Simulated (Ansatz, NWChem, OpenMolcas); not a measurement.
## How basis sets differ on SiBrCl3 (SMILES Cl[Si](Cl)(Cl)Br)

SiBrCl3: 5 atoms, total charge 0, spin state singlet. SMILES: `Cl[Si](Cl)(Cl)Br`. The shape is that of a PBE0-D4/def2-TZVP optimisation.

Quantity: the HOMO–LUMO gap, in eV. The values are calculated.

```tsv
level	kind	program	value (eV)
HF/STO-3G	Hartree–Fock	OpenMolcas	15.48
HF/3-21G	Hartree–Fock	OpenMolcas	14.52
HF/cc-pVDZ	Hartree–Fock	OpenMolcas	15.21
HF/def2-SV(P)	Hartree–Fock	Ansatz	15.59
HF/def2-SVP	Hartree–Fock	NWChem	15.59
```

All-electron rows without a relativistic Hamiltonian named are non-relativistic. The values span 14.52 to 15.59 eV. A Hartree–Fock LUMO above zero doesn't converge with the basis: it sinks as sets grow more diffuse. Orbital gaps aren't excitation energies.
